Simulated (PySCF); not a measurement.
CH3BeClS. Atoms are numbered in the order given.

```xyz
7

Be     0.2660    -0.5073     0.0000
Cl    -0.1543    -2.2757     0.0000
S      0.7094     1.3331     0.0000
C     -0.9795     2.0949     0.0000
H     -1.5440     1.8177     0.9002
H     -0.8277     3.1825     0.0000
H     -1.5440     1.8177    -0.9002
```
Charge 0, spin multiplicity 1.

Coordinates come from a B3LYP-D3(BJ)/def2-SVP optimisation. Other conformers were not sampled.

Level of theory: HF/def2-TZVPD (PySCF).

Mulliken values depend strongly on the basis, most of all with diffuse functions as here. Atomic charges (e):

```json
[
 {"atom": "Be1", "meta-Löwdin": "___", "Mulliken": "0.30"},
 {"atom": "Cl2", "meta-Löwdin": "-0.71", "Mulliken": "-0.22"},
 {"atom": "S3", "meta-Löwdin": "-0.62", "Mulliken": "-0.24"},
 {"atom": "C4", "meta-Löwdin": "___", "Mulliken": "-0.31"},
 {"atom": "H5", "meta-Löwdin": "___", "Mulliken": "0.17"},
 {"atom": "H6", "meta-Löwdin": "___", "Mulliken": "0.14"},
 {"atom": "H7", "meta-Löwdin": "___", "Mulliken": "0.17"}
]
```

### Question
What belongs in the gaps? (An estimate is asked for; the answer gives what the named calculation found.)

### Answer

- Be1, meta-Löwdin: 1.31
- C4, meta-Löwdin: -0.33
- H5, meta-Löwdin: 0.11
- H6, meta-Löwdin: 0.12
- H7, meta-Löwdin: 0.11
